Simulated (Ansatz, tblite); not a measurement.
Cost and result up the ladder for BiH2Me (CH₅Bi) (7 atoms). Total charge 0; singlet. Geometry: PBE-D4/def2-TZVP.

```
atom   x (Å)   y (Å)   z (Å)
 Bi1   1.198   0.870   0.020
  H2   1.130   0.510   1.794
  H3   2.051  -0.703  -0.262
  C4  -0.856  -0.067  -0.343
  H5  -1.617   0.614   0.056
  H6  -0.914  -1.038   0.158
  H7  -0.992  -0.186  -1.424
```

Ansatz on 4 threads of Intel Xeon on a shared host; xTB runs through tblite on one thread. Times are rough, summed over both states, and most runs start from the orbitals of an earlier one. CCSD(T)/def2-TZVPP serves as the yardstick here, not as an exact answer. The other state is a doublet.

In the def2 sets Bi takes a core potential; there is no spin–orbit coupling. The xTB rows come from tblite. Correlated methods freeze 5 core orbitals; core or outer-core shells of Bi are correlated, in sets that lack core-valence functions.

Raw xTB energies of ions are shifted by several eV.

```
              level  functions  wall time
           GFN2-xTB         13     0.01 s
           GFN1-xTB         18    0.013 s
   PBE-D4/def2-TZVP        111      6.7 s
  PBE0-D4/def2-TZVP        111        9 s
r2SCAN-D4/def2-TZVP        111       10 s
 CCSD(T)/def2-TZVPP        151    1.9 min
```

(1) Estimate what each level gives for the vertical IE (eV).

## Answers

(1) 
```tsv
level	vertical IE (eV)	difference from CCSD(T)/def2-TZVPP (eV)
GFN2-xTB	13.62	4.23
GFN1-xTB	13.90	4.51
PBE-D4/def2-TZVP	9.27	-0.12
PBE0-D4/def2-TZVP	9.33	-0.06
r2SCAN-D4/def2-TZVP	9.29	-0.10
CCSD(T)/def2-TZVPP	9.39	0.00
```
